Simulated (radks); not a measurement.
Neutral titanium inside a hard spherical wall (all orbitals vanish at R), configuration held at [Ar] 3d2 4s2 and not refilled when levels cross. Method: scalar-relativistic Kohn-Sham, PBE, spin-polarised, spherical densities, point nucleus; open shells are filled with parallel spins first; computed with a radial shooting solver on a logarithmic mesh with Libxc functionals. Eigenvalues in eV for spin up, with the zero of energy where the potential of the charges vanishes at infinity; a dash marks a level that is unbound or too diffuse for the functional's potential to be trusted. A positive occupied level is held by the wall or, in an anion where self-interaction has pushed it up, behind a barrier. The pressure on the wall is -dE/dV.

| R (bohr) | E (hartree) | kinetic (hartree) | e(3s) | e(3p) | e(3d) | e(4s) | e(4p, empty) | e(5s, empty) | pressure (GPa) |
|---|---|---|---|---|---|---|---|---|---|
| free | -853.59185 | 860.781 | -63.249 | -39.480 | -4.819 | -4.669 | -1.563 | - | 0 |
| 15 | -853.59185 | 860.781 | -63.248 | -39.479 | -4.819 | -4.668 | -1.559 | 0.273 | < 0.0001 |
| 12 | -853.59174 | 860.783 | -63.236 | -39.467 | -4.807 | -4.659 | -1.525 | 0.852 | 0.00203 |
| 10 | -853.59086 | 860.791 | -63.172 | -39.403 | -4.746 | -4.609 | -1.404 | 1.923 | 0.0247 |
| 6 | -853.52791 | 861.111 | -61.455 | -37.702 | -3.169 | -2.975 | 1.212 | 13.344 | 4.32 |
| 4 | -853.02829 | 862.856 | -55.949 | -32.338 | 2.101 | 5.429 | 12.353 | 48.693 | 97.1 |
| 3 | -851.55107 | 867.503 | -47.724 | -24.273 | 11.151 | 25.741 | 36.425 | 113.23 | 762 |
| 2.5 | -849.16312 | 874.913 | -38.634 | -14.945 | 22.134 | 54.369 | 67.856 | 189.50 | 2790 |
| 2 | -842.47883 | 894.510 | -18.986 | 6.056 | 46.193 | 123.10 | 138.91 | 350.00 | 13100 |
| 1.5 | -819.61343 | 953.418 | 36.833 | 65.311 | 107.03 | 315.36 | 326.79 | 750.02 | 87800 |
